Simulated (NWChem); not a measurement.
System: CHCl₂FOSi; SMILES O=C[Si](F)(Cl)Cl

Here is an NWChem input.

```
start job
memory heap 200 mb stack 900 mb global 1100 mb
geometry units angstroms noautosym nocenter noautoz
  O     -0.597464     2.526093    -0.285554
  C      0.127718     1.826544     0.368095
  Si    -0.013611    -0.087964     0.342063
  F     -0.245260    -0.606767     1.850877
  Cl    -1.569891    -0.682212    -0.816252
  Cl     1.754584    -0.868380    -0.315895
  H      0.935391     2.268478     1.014447
end
basis spherical
  * library 6-31g*
end
dft
  xc xpbe96 cpbe96
  iterations 150
end
cosmo
  do_cosmo_smd true
  solvent chcl3
end
task dft energy
```

NWChem printed, in part:

```
             Northwest Computational Chemistry Package (NWChem) 7.3.0
             --------------------------------------------------------

                             Geometry "geometry" -> ""
                             -------------------------

 Output coordinates in angstroms (scale by  1.889725989 to convert to a.u.)

  No.       Tag          Charge          X              Y              Z
 ---- ---------------- ---------- -------------- -------------- --------------
    1 O                    8.0000    -0.59746400     2.52609300    -0.28555400
    2 C                    6.0000     0.12771800     1.82654400     0.36809500
    3 Si                  14.0000    -0.01361100    -0.08796400     0.34206300
    4 F                    9.0000    -0.24526000    -0.60676700     1.85087700
    5 Cl                  17.0000    -1.56989100    -0.68221200    -0.81625200
    6 Cl                  17.0000     1.75458400    -0.86838000    -0.31589500
    7 H                    1.0000     0.93539100     2.26847800     1.01444700

 Effective nuclear repulsion energy (a.u.)     436.7179290283

  pbe96 is a nonlocal functional; adding pw91lda local functional.

                                 NWChem DFT Module
                                 -----------------

 Summary of "ao basis" -> "ao basis" (spherical)
 ------------------------------------------------------------------------------
       Tag                 Description            Shells   Functions and Types
 ---------------- ------------------------------  ------  ---------------------
 O                           6-31g*                  6       14   3s2p1d
 C                           6-31g*                  6       14   3s2p1d
 Si                          6-31g*                  8       18   4s3p1d
 F                           6-31g*                  6       14   3s2p1d
 Cl                          6-31g*                  8       18   4s3p1d
 H                           6-31g*                  2        2   2s

 in cosmo_initialize ...
 calling solv_data for solv:chcl3

 solvent parameters
 solvname_short: chcl3
 solvname_long:  chloroform
 dielec:        4.7113
 dielecinf:     2.0906
 nonaqueous SMD model solvent descriptors
 dielec:        4.7113
 sola:          0.1500
 solb:          0.0200
 solc:          0.0000
 solg:         38.3900
 solh:          0.7500
 soln:          1.4459

          ---------------
          -cosmo- solvent
          ---------------
 Cosmo: York-Karplus, doi: 10.1021/jp992097l
 dielectric constant -eps-     =   4.71
 screen = (eps-1)/(eps    )    =   0.78774
 surface charge correction     = lagrangian

   van der Waals surface
 --------------------------

 ---------- ATOMIC COORDINATES (A.U.) ------------ VDWR(ANG.) --
     1   -1.12904325    4.77362359   -0.53961881     2.024
     2    0.24135202    3.45166767    0.69559869     1.850
     3   -0.02572106   -0.16622786    0.64640534     2.470
     4   -0.46347420   -1.14662337    3.49765037     1.730
     5   -2.96666382   -1.28919375   -1.54249262     2.380
     6    3.31568298   -1.64100025   -0.59695499     2.380
     7    1.76763268    4.28680183    1.91702686     1.200
 number of segments per atom =        128
 number of   points per atom =        128
 atom (   nspa,  nppa )
 ----------------------
    1 (     83,     0 )       0
    2 (     31,     0 )       0
    3 (     31,     0 )       0
    4 (     66,     0 )       0
    5 (     85,     0 )       0
    6 (     89,     0 )       0
    7 (     56,     0 )       0
 number of -cosmo- surface points =      441
 molecular surface =    164.385 angstrom**2
 molecular volume  =    160.349 angstrom**3
 -lineq- algorithm             =   0
 -bem- low  level              =   3
 -bem- from -octahedral-
 gaussian surface charge width =   4.50000
 degree of switching           =   1.00000
 switching function tolerance  =   0.00010
 atomic radii =
 --------------
    1  8.000  2.024
    2  6.000  1.850
    3 14.000  2.470
    4  9.000  1.730
    5 17.000  2.380
    6 17.000  2.380
    7  1.000  1.200
 ...... end of -cosmo- initialization ......

 nat:                     7
 ixmem:                  2814
 calling mnsol_interface()
 G(SMD-CDS) energy (kcal/mol)  =    -0.967
 SMD-CDS SASA (angstrom**2)    =   158.390

[...]

                                COSMO-SMD solvation results
                                ---------------------------

             internal energy in gas <Psi(g)|H|Psi(g)> =     -1422.997362668384
         internal energy in solvent <Psi(s)|H|Psi(s)> =     -1422.996710339926
                               delta internal energy  =         0.000652328458 (    0.41 kcal/mol)
   total free energy in solvent <Psi(s)|H+V/2|Psi(s)> =     -1423.001797780377
 polarization energy contribution <Psi(s)|V/2|Psi(s)> =        -0.005087440451 (   -3.19 kcal/mol)
    total free energy in solvent including G(SMD-CDS) =     -1423.003339260591
                       G(SMD-CDS) energy contribution =        -0.001541480215 (   -0.97 kcal/mol)
     1 M fixed-concentration free energy of solvation =        -0.005976592208 (   -3.75 kcal/mol)

                       DFT Final Molecular Orbital Analysis
                       ------------------------------------

 Vector   34  Occ=2.000000D+00  E=-3.107290D-01
              MO Center= -1.7D-01, -7.0D-01, -5.4D-01, r^2= 4.0D+00
   Bfn.  Coefficient  Atom+Function         Bfn.  Coefficient  Atom+Function
  ----- ------------  ---------------      ----- ------------  ---------------
    68      0.490346  5 Cl py                86     -0.374841  6 Cl py
    72      0.259655  5 Cl py                69     -0.254536  5 Cl pz
    87      0.233825  6 Cl pz                90     -0.202619  6 Cl py
    64     -0.191966  5 Cl py                85     -0.160839  6 Cl px
    82      0.147042  6 Cl py                73     -0.139625  5 Cl pz

 Vector   35  Occ=2.000000D+00  E=-3.024278D-01
              MO Center=  1.0D-01, -7.5D-01, -4.7D-01, r^2= 4.1D+00
   Bfn.  Coefficient  Atom+Function         Bfn.  Coefficient  Atom+Function
  ----- ------------  ---------------      ----- ------------  ---------------
    87      0.424789  6 Cl pz                67      0.387939  5 Cl px
    69     -0.310081  5 Cl pz                85      0.295633  6 Cl px
    91      0.220496  6 Cl pz                71      0.205072  5 Cl px
    83     -0.165817  6 Cl pz                68     -0.163690  5 Cl py
    73     -0.158945  5 Cl pz                89      0.157686  6 Cl px

 Vector   36  Occ=2.000000D+00  E=-2.192036D-01
              MO Center= -1.8D-01,  1.9D+00,  4.5D-02, r^2= 2.5D+00
   Bfn.  Coefficient  Atom+Function         Bfn.  Coefficient  Atom+Function
  ----- ------------  ---------------      ----- ------------  ---------------
     4      0.449707  1 O  py                 8      0.334973  1 O  py
    34      0.272179  3 Si s                 36      0.261843  3 Si py
    98     -0.257590  7 H  s                  3      0.246652  1 O  px
    97     -0.187844  7 H  s                  5      0.177164  1 O  pz
     7      0.174520  1 O  px                18     -0.158536  2 C  py

 Vector   37  Occ=0.000000D+00  E=-1.129513D-01
              MO Center= -8.1D-02,  1.7D+00,  1.7D-01, r^2= 2.3D+00
   Bfn.  Coefficient  Atom+Function         Bfn.  Coefficient  Atom+Function
  ----- ------------  ---------------      ----- ------------  ---------------
    19     -0.342732  2 C  pz                 5      0.331609  1 O  pz
    23     -0.319533  2 C  pz                 9      0.309777  1 O  pz
    17      0.289579  2 C  px                21      0.286515  2 C  px
     3     -0.281558  1 O  px                 7     -0.259155  1 O  px
    41     -0.196467  3 Si pz                37     -0.171750  3 Si pz

 Vector   38  Occ=0.000000D+00  E=-2.870648D-02
              MO Center= -7.0D-02, -4.2D-01, -1.1D-01, r^2= 4.0D+00
   Bfn.  Coefficient  Atom+Function         Bfn.  Coefficient  Atom+Function
  ----- ------------  ---------------      ----- ------------  ---------------
    38      1.136988  3 Si s                 34      0.629220  3 Si s
    70     -0.475822  5 Cl s                 71     -0.428806  5 Cl px
    89      0.427357  6 Cl px                88     -0.388458  6 Cl s
    20     -0.364906  2 C  s                 85      0.306854  6 Cl px
    67     -0.304526  5 Cl px                36     -0.296700  3 Si py

 Vector   39  Occ=0.000000D+00  E= 2.112145D-03
              MO Center=  2.1D-01,  1.1D-01,  3.6D-01, r^2= 3.9D+00
   Bfn.  Coefficient  Atom+Function         Bfn.  Coefficient  Atom+Function
  ----- ------------  ---------------      ----- ------------  ---------------
    41      0.620693  3 Si pz                39      0.534744  3 Si px
    70      0.448344  5 Cl s                 35      0.402747  3 Si px
     6      0.388413  1 O  s                 37      0.387342  3 Si pz
    40     -0.332639  3 Si py                52     -0.325235  4 F  s
    91     -0.274241  6 Cl pz                22     -0.258295  2 C  py

     Multipole analysis of the density
     ---------------------------------

     L   x y z        total         alpha         beta         nuclear
     -   - - -        -----         -----         ----         -------
     0   0 0 0     -0.000000    -36.000000    -36.000000     72.000000

     1   1 0 0      0.515399      2.465018      2.465018     -4.414638
     1   0 1 0      0.206514     -0.259592     -0.259592      0.725698
     1   0 0 1      0.406570     -2.762509     -2.762509      5.931587

     2   2 0 0    -40.428321   -196.277605   -196.277605    352.126890
     2   1 1 0      2.612911     27.895327     27.895327    -53.177743
     2   1 0 1      0.017710    -19.287228    -19.287228     38.592165
     2   0 2 0    -41.766938   -200.090207   -200.090207    358.413476
     2   0 1 1      2.605573     -6.135489     -6.135489     14.876551
     2   0 0 2    -40.276169   -105.820727   -105.820727    171.365284
```

Level: PBE/6-31G* (spherical d), SMD on the gas-phase geometry. The geometry was optimised at PBE0/def2-SVP. Solvent: chloroform.
